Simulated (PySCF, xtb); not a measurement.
C4H6ClF, SMILES CC/C(F)=C/Cl. Other conformers were not sampled.

Harmonic wavenumbers (cm⁻¹) from GFN2-xTB in xtb at its own minimum, in rising order: 52, 140, 164, 213, 296, 341, 493, 589, 770, 782, 820, 873, 1012, 1073, 1081, 1145, 1219, 1252, 1310, 1408, 1457, 1493, 1497, 1695, 2979, 3014, 3046, 3048, 3050, 3106.

Task: What does ωB97X-D3(BJ)/def2-SVP (PySCF) give at its own minimum? (Estimate from the structure and the level; the computed values follow.)

Result: 78, 156, 187, 241, 318, 369, 539, 664, 790, 816, 863, 901, 1012, 1098, 1102, 1200, 1276, 1346, 1395, 1413, 1459, 1478, 1494, 1802, 3074, 3080, 3147, 3170, 3179, 3269. Paired by order, the mean absolute difference is 51 cm⁻¹ and the zero-point energies are 56.3 and 58.5 kcal/mol.
